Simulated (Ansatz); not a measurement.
Born–Oppenheimer molecular dynamics of C3H10Si3 (16 atoms, charge 0, multiplicity 1). It starts from a relaxed structure.

Computed with Ansatz 0.2.0, UKS PBE-D4/STO-3G.

| Quantity | Value |
| --- | --- |
| ensemble | NVT, Langevin thermostat |
| time step | 0.5 fs |
| steps asked | 97 |
| set temperature | 700 K |
| friction | 0.05 /fs |
| seed | 939022 |

Frames 0.5 fs apart, positions in Å.

Velocities at 25.0 fs (Å/ps):

```
C -2.23 12.76 -1.36
Si -4.15 -3.70 -0.29
C 2.48 -4.27 10.52
C 2.61 13.94 -7.83
Si -2.98 5.17 -7.40
Si -6.98 -10.80 11.44
H 20.78 -30.57 -0.60
H -17.28 0.53 3.79
H 5.00 28.07 -39.90
H -12.29 50.41 -18.00
H 17.30 17.79 27.77
H 21.46 -2.88 13.23
H 30.76 -18.17 -4.37
H 17.91 3.29 -10.23
H -2.27 -35.57 -0.52
H 1.60 11.20 21.15
```

```xyz
16
Properties=species:S:1:pos:R:3 time_fs=25.0 energy_less_start_eV=0.799 T=786
C 0.189 -2.674 -0.904
Si 0.647 -0.924 -0.105
C 1.151 0.289 -1.378
C 0.386 1.380 -1.142
Si -0.848 0.706 0.063
Si -0.944 1.732 2.166
H -0.623 -2.657 -1.577
H 1.096 -3.084 -1.409
H -0.114 -3.471 -0.231
H 1.670 -1.008 0.863
H 2.039 0.276 -2.086
H 0.366 2.335 -1.681
H -2.220 0.409 -0.254
H -1.494 3.070 2.371
H 0.390 1.685 2.842
H -1.974 0.999 2.943
16
Properties=species:S:1:pos:R:3 time_fs=25.5 energy_less_start_eV=0.861 T=782
C 0.189 -2.668 -0.905
Si 0.644 -0.926 -0.105
C 1.153 0.287 -1.374
C 0.388 1.388 -1.145
Si -0.850 0.708 0.059
Si -0.948 1.727 2.171
H -0.618 -2.671 -1.581
H 1.085 -3.083 -1.408
H -0.108 -3.458 -0.250
H 1.667 -0.983 0.857
H 2.047 0.284 -2.072
H 0.377 2.333 -1.675
H -2.207 0.400 -0.257
H -1.484 3.073 2.366
H 0.387 1.668 2.843
H -1.974 1.003 2.955
16
Properties=species:S:1:pos:R:3 time_fs=26.0 energy_less_start_eV=0.897 T=782
C 0.190 -2.662 -0.907
Si 0.640 -0.927 -0.105
C 1.155 0.286 -1.371
C 0.389 1.396 -1.149
Si -0.851 0.712 0.055
Si -0.951 1.721 2.176
H -0.620 -2.682 -1.591
H 1.070 -3.079 -1.409
H -0.099 -3.447 -0.265
H 1.668 -0.963 0.853
H 2.054 0.293 -2.058
H 0.388 2.333 -1.672
H -2.194 0.392 -0.260
H -1.474 3.075 2.361
H 0.380 1.651 2.845
H -1.972 1.006 2.967
16
Properties=species:S:1:pos:R:3 time_fs=26.5 energy_less_start_eV=0.903 T=698
C 0.191 -2.655 -0.909
Si 0.636 -0.929 -0.105
C 1.159 0.286 -1.368
C 0.390 1.403 -1.152
Si -0.853 0.715 0.051
Si -0.955 1.715 2.181
H -0.629 -2.691 -1.607
H 1.057 -3.072 -1.412
H -0.090 -3.440 -0.272
H 1.674 -0.950 0.851
H 2.059 0.305 -2.045
H 0.401 2.338 -1.671
H -2.182 0.383 -0.263
H -1.464 3.078 2.355
H 0.370 1.633 2.849
H -1.969 1.008 2.979
16
Properties=species:S:1:pos:R:3 time_fs=27.0 energy_less_start_eV=0.893 T=677
C 0.194 -2.649 -0.911
Si 0.632 -0.931 -0.105
C 1.164 0.285 -1.365
C 0.390 1.410 -1.155
Si -0.855 0.718 0.047
Si -0.959 1.710 2.184
H -0.641 -2.696 -1.627
H 1.048 -3.066 -1.416
H -0.084 -3.435 -0.272
H 1.682 -0.939 0.851
H 2.059 0.319 -2.032
H 0.412 2.348 -1.671
H -2.171 0.374 -0.267
H -1.455 3.078 2.343
H 0.357 1.616 2.853
H -1.966 1.010 2.989
16
Properties=species:S:1:pos:R:3 time_fs=27.5 energy_less_start_eV=0.880 T=635
C 0.196 -2.643 -0.912
Si 0.629 -0.932 -0.105
C 1.169 0.285 -1.363
C 0.391 1.417 -1.157
Si -0.856 0.721 0.045
Si -0.963 1.705 2.187
H -0.652 -2.701 -1.648
H 1.044 -3.058 -1.421
H -0.081 -3.435 -0.268
H 1.691 -0.933 0.855
H 2.058 0.333 -2.015
H 0.421 2.359 -1.676
H -2.160 0.364 -0.272
H -1.443 3.079 2.330
H 0.345 1.599 2.856
H -1.963 1.012 2.997
16
Properties=species:S:1:pos:R:3 time_fs=28.0 energy_less_start_eV=0.869 T=626
C 0.199 -2.637 -0.914
Si 0.625 -0.934 -0.106
C 1.175 0.286 -1.360
C 0.391 1.423 -1.160
Si -0.857 0.724 0.043
Si -0.966 1.701 2.189
H -0.662 -2.705 -1.670
H 1.047 -3.048 -1.426
H -0.080 -3.438 -0.259
H 1.699 -0.931 0.859
H 2.061 0.345 -1.999
H 0.432 2.372 -1.684
H -2.154 0.353 -0.278
H -1.430 3.080 2.320
H 0.332 1.581 2.859
H -1.960 1.010 2.999
16
Properties=species:S:1:pos:R:3 time_fs=28.5 energy_less_start_eV=0.859 T=586
C 0.201 -2.630 -0.916
Si 0.621 -0.935 -0.107
C 1.180 0.287 -1.358
C 0.390 1.427 -1.163
Si -0.858 0.727 0.041
Si -0.970 1.697 2.190
H -0.667 -2.708 -1.690
H 1.053 -3.036 -1.432
H -0.080 -3.442 -0.243
H 1.708 -0.928 0.865
H 2.067 0.355 -1.984
H 0.443 2.386 -1.694
H -2.151 0.344 -0.285
H -1.416 3.084 2.312
H 0.319 1.564 2.862
H -1.958 1.007 3.000
16
Properties=species:S:1:pos:R:3 time_fs=29.0 energy_less_start_eV=0.852 T=594
C 0.203 -2.623 -0.919
Si 0.617 -0.936 -0.108
C 1.184 0.289 -1.355
C 0.390 1.431 -1.166
Si -0.858 0.731 0.039
Si -0.972 1.692 2.192
H -0.667 -2.705 -1.705
H 1.060 -3.026 -1.439
H -0.082 -3.446 -0.226
H 1.719 -0.927 0.874
H 2.075 0.363 -1.970
H 0.455 2.399 -1.706
H -2.152 0.337 -0.295
H -1.401 3.087 2.303
H 0.305 1.549 2.864
H -1.958 1.003 3.001
16
Properties=species:S:1:pos:R:3 time_fs=29.5 energy_less_start_eV=0.853 T=589
C 0.204 -2.616 -0.922
Si 0.614 -0.938 -0.109
C 1.188 0.291 -1.351
C 0.389 1.433 -1.169
Si -0.859 0.735 0.037
Si -0.975 1.689 2.194
H -0.662 -2.698 -1.719
H 1.071 -3.018 -1.447
H -0.082 -3.449 -0.209
H 1.731 -0.931 0.885
H 2.083 0.369 -1.957
H 0.469 2.409 -1.720
H -2.157 0.331 -0.307
H -1.384 3.093 2.290
H 0.290 1.536 2.864
H -1.961 1.000 3.001
16
Properties=species:S:1:pos:R:3 time_fs=30.0 energy_less_start_eV=0.861 T=519
C 0.203 -2.609 -0.926
Si 0.610 -0.939 -0.110
C 1.192 0.292 -1.348
C 0.388 1.435 -1.172
Si -0.858 0.738 0.034
Si -0.977 1.685 2.196
H -0.650 -2.690 -1.730
H 1.086 -3.010 -1.455
H -0.079 -3.449 -0.193
H 1.741 -0.936 0.895
H 2.092 0.376 -1.948
H 0.481 2.415 -1.732
H -2.163 0.329 -0.321
H -1.368 3.098 2.275
H 0.277 1.523 2.867
H -1.966 1.001 3.001
16
Properties=species:S:1:pos:R:3 time_fs=30.5 energy_less_start_eV=0.869 T=490
C 0.202 -2.604 -0.929
Si 0.607 -0.941 -0.112
C 1.195 0.293 -1.346
C 0.387 1.437 -1.175
Si -0.858 0.742 0.032
Si -0.979 1.682 2.198
H -0.635 -2.683 -1.739
H 1.102 -3.003 -1.464
H -0.074 -3.448 -0.179
H 1.745 -0.939 0.905
H 2.102 0.386 -1.941
H 0.488 2.417 -1.738
H -2.168 0.326 -0.337
H -1.354 3.103 2.257
H 0.267 1.507 2.871
H -1.968 1.005 3.001
```

Of the whole run (48 fs, mean temperature of the second half 579 K): The mean temperature of the second half is 17 % below the set value. A run of 0.049 ps of so small a system gives no equilibrium averages. Limits of this set-up: minimal basis.

The run took 7 min on 1 thread of Intel(R) Xeon(R) Platinum 8488C (Sapphire Rapids) (shared host), peak memory 0.18 GiB.
